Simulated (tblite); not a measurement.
Species: C4H3BrF3N3.
SMILES with atom numbers: `[F:1][C:2]([F:3])([F:4])[CH2:5][n:6]1[n:7][n:8][cH:9][c:10]1[Br:11]` (hydrogens: H12, H13 on C5; H14 on C9)

Computed with GFN2-xTB (tblite), gas phase: L-BFGS steps from a force-field or distance-geometry start until the largest atomic force falls under 0.01 eV/Å.

Step 18: E = -1010.1918 eV
```
atom  x, y, z in Å  |  force x, y, z in eV/Å
F1     -1.8872   -1.3234   -0.9411    0.003  -0.008  -0.019
C2     -1.9387   -0.3431   -0.0405    0.024   0.002  -0.003
F3     -1.7938   -0.9083    1.1621    0.002  -0.008   0.014
F4     -3.1681    0.1811   -0.0876   -0.023  -0.015   0.017
C5     -0.8929    0.7486   -0.2979    0.050  -0.001   0.005
N6      0.4413    0.2284   -0.3003    0.019   0.011  -0.014
N7      1.0206   -0.1759   -1.4312    0.001   0.016  -0.009
N8      2.2026   -0.5703   -1.1779   -0.002  -0.020   0.003
C9      2.4583   -0.4444    0.1344   -0.036  -0.010   0.000
C10     1.3244    0.0712    0.7268   -0.013   0.033  -0.012
Br11    0.9372    0.5677    2.4818   -0.003  -0.002  -0.005
H12    -1.0137    1.5158    0.4743    0.021  -0.005  -0.012
H13    -1.0899    1.1668   -1.2902   -0.007   0.003   0.023
H14     3.3992   -0.7147    0.5651   -0.036   0.005   0.013
```

Step 19: E = -1010.1922 eV
```
atom  x, y, z in Å  |  force x, y, z in eV/Å
F1     -1.8853   -1.3233   -0.9407    0.000  -0.008  -0.031
C2     -1.9372   -0.3429   -0.0405    0.016  -0.010   0.003
F3     -1.7908   -0.9087    1.1613    0.006  -0.011   0.031
F4     -3.1673    0.1798   -0.0854   -0.026  -0.012   0.011
C5     -0.8931    0.7495   -0.2980    0.063   0.003  -0.001
N6      0.4413    0.2299   -0.3032    0.025   0.006   0.000
N7      1.0216   -0.1757   -1.4332    0.003   0.008   0.006
N8      2.2025   -0.5724   -1.1775    0.002  -0.012   0.005
C9      2.4572   -0.4463    0.1353   -0.040  -0.001  -0.006
C10     1.3228    0.0718    0.7252   -0.001   0.029   0.001
Br11    0.9334    0.5694    2.4807    0.002  -0.006  -0.024
H12    -1.0118    1.5151    0.4759    0.016  -0.001  -0.011
H13    -1.0925    1.1690   -1.2889   -0.007   0.009   0.012
H14     3.3987   -0.7157    0.5669   -0.061   0.006   0.004
```

Task: Estimate the geometry and energy of step 20. (The exact step hangs on the optimiser's Hessian estimate; all steps are aligned on step 19, rigid shifts and turns removed.)

Result: E = -1010.1926 eV, largest force 0.076 eV/Å
```
atom  x, y, z in Å  |  force x, y, z in eV/Å
F1     -1.8828   -1.3232   -0.9406   -0.003   0.000  -0.035
C2     -1.9351   -0.3427   -0.0404    0.003  -0.023   0.012
F3     -1.7867   -0.9094    1.1607    0.011  -0.012   0.039
F4     -3.1666    0.1776   -0.0823   -0.013  -0.012   0.002
C5     -0.8924    0.7507   -0.2983    0.048   0.005  -0.008
N6      0.4418    0.2321   -0.3069    0.027   0.004   0.014
N7      1.0230   -0.1753   -1.4358    0.006  -0.004   0.019
N8      2.2023   -0.5754   -1.1770    0.004  -0.002   0.004
C9      2.4550   -0.4489    0.1363   -0.033   0.010  -0.011
C10     1.3208    0.0732    0.7233    0.013   0.019   0.013
Br11    0.9282    0.5715    2.4787    0.008  -0.009  -0.037
H12    -1.0090    1.5140    0.4778    0.011   0.007  -0.008
H13    -1.0959    1.1722   -1.2870   -0.004   0.016  -0.003
H14     3.3967   -0.7169    0.5693   -0.076   0.002  -0.001
```

The energy changes by -0.0004 eV. The first-order estimate −F·Δx gives -0.0006 eV and the mean of the old and new forces, exact on a quadratic surface, -0.0004 eV. The step makes an angle of 71° with the force vector and moves no atom by more than 0.006 Å.

The cost below is that of the whole relaxation. Time: 2.6 s wall, 1.6 s CPU. Hardware: an Intel Xeon at 2.50 GHz with one thread, shared host.
